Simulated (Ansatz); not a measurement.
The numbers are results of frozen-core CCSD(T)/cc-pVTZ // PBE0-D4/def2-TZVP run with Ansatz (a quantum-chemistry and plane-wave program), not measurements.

Ansatz 0.2 input:
```yaml
crystal:
  periodic: [false, false, false]
  atoms:
    - { symbol: S, position_ang: [1.371736, 0.809593, -0.602048] }
    - { symbol: Ga, position_ang: [0.140103, -0.945971, 0.02089] }
    - { symbol: S, position_ang: [-2.071042, -0.649123, 0.097383] }
    - { symbol: H, position_ang: [2.536848, 0.151347, -0.491033] }
    - { symbol: H, position_ang: [-1.977649, 0.634153, -0.296846] }
basis:
  gaussian: { orbitals: cc-pVTZ }
correlation:
  method: ccsd_t
magnetization:
  spin_polarized: true
  initial_magnetization: 1
```

Output:

```
Functional definition: HF
830 factors; integrals over basis functions are off by at most 1.1e-3 eV
mean field evaluation 1: about -74002.5427 eV, gradient 1.3e1 eV
mean field evaluation 2: about -74002.5498 eV, gradient 1.3e1 eV
mean field evaluation 4: about -74004.2360 eV, gradient 2.2e0 eV
mean field evaluation 8: about -74004.3467 eV, gradient 1.9e-1 eV
mean field evaluation 16: about -74004.3205 eV, gradient 8.5e-1 eV
mean field evaluation 32: about -74000.6963 eV, gradient 2.5e-2 eV
mean field evaluation 64: about -74000.6916 eV, gradient 4.0e-1 eV
mean field evaluation 96: about -74000.9426 eV, gradient 8.4e-3 eV
mean field -74004.34799297 eV, -2719.6096267931 hartree, gradient 6.7e-6 eV, S^2 0.758234; 1 other end points of the search recorded, 0 dependent functions left out
determinant -74004.34799297 eV, -2719.6096267931 hartree, with singles and doubles -74018.59929349 eV, -2720.1333524271 hartree
determinant -74000.94265189 eV, -2719.4844828166 hartree, with singles and doubles -74015.36965576 eV, -2720.0146654298 hartree
19 core orbitals not correlated
reference -74004.34799297 eV, -2719.6096267931 hartree; 14, 13 occupied and 106, 107 virtual orbitals, 830 factors
second order -13.16198724 eV of doubles, -0.00000000 eV of singles
cycle   1  -14.16029240 eV  change   -5.6e-1 eV  update   2.2e-2
cycle   2  -14.18649953 eV  change   -2.6e-2 eV  update   5.5e-3
cycle   3  -14.18711650 eV  change   -6.2e-4 eV  update   2.5e-3
cycle   4  -14.18894088 eV  change   -1.8e-3 eV  update   1.1e-3
cycle   5  -14.18909956 eV  change   -1.6e-4 eV  update   4.6e-4
cycle   6  -14.18924170 eV  change   -1.4e-4 eV  update   1.7e-4
cycle   7  -14.18926135 eV  change   -2.0e-5 eV  update   6.4e-5
cycle   8  -14.18925723 eV  change    4.1e-6 eV  update   2.4e-5
perturbative correction -0.73548885 eV, -0.0270287167 hartree
Total energy: -74019.27273906 eV, -2720.1581010953 hartree
```

Cost: very roughly 2.5 core-minutes.
